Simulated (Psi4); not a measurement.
HBN (SMILES [B]=N), doublet (typed; the unrestricted solution is spin-contaminated), geometry from GFN2-xTB. Base run: HF/STO-3G run with Psi4 1.11.

The Psi4 input:
```
memory 2 GB

molecule {
0 2
B    -0.00000000   -0.00000000   -0.84064362
N     0.00000000    0.00000000    0.40129173
H     0.00000000    0.00000000    1.39417598
}

set {
  basis sto-3g
  reference uhf
}

energy('scf')
print_variables()
```

The base run was repeated with changes; each row names its change, and settings that it needs were set with it.

```json
[
 {"change": "base", "basis functions": "11", "E (Eh)": "-78.59942", "dipole (D)": "0.21"},
 {"change": "basis = 3-21G", "basis functions": "20", "E (Eh)": "-79.21008", "dipole (D)": "0.57"},
 {"change": "basis = 6-31G", "basis functions": "20", "E (Eh)": "-79.62334", "dipole (D)": "0.22"},
 {"change": "basis = def2-SV(P)", "basis functions": "30", "E (Eh)": "-79.58379", "dipole (D)": "0.36"},
 {"change": "basis = 6-31G*", "basis functions": "32", "E (Eh)": "-79.64583", "dipole (D)": "0.22"},
 {"change": "basis = pcseg-1", "basis functions": "33", "E (Eh)": "-79.63142", "dipole (D)": "0.07"},
 {"change": "basis = 6-31G**", "basis functions": "35", "E (Eh)": "-79.65020", "dipole (D)": "0.21"},
 {"change": "basis = 6-31+G*", "basis functions": "40", "E (Eh)": "-79.65249", "dipole (D)": "0.01"},
 {"change": "basis = 6-311G**", "basis functions": "42", "E (Eh)": "-79.67014", "dipole (D)": "0.24"},
 {"change": "basis = def2-TZVP", "basis functions": "68", "E (Eh)": "-79.68148", "dipole (D)": "0.09"},
 {"change": "basis = pcseg-2", "basis functions": "74", "E (Eh)": "-79.67803", "dipole (D)": "0.03"},
 {"change": "basis = cc-pVTZ", "basis functions": "74", "E (Eh)": "-79.67902", "dipole (D)": "0.14"},
 {"change": "basis = cc-pVQZ", "basis functions": "140", "E (Eh)": "-79.68513", "dipole (D)": "0.06"}
]
```

Totals compare only among sets that treat the same electrons; sets with core potentials leave the core out.

Open shells are given as the SCF converged; they aren't shown to be the lowest states, and a large step between rows can be another state.
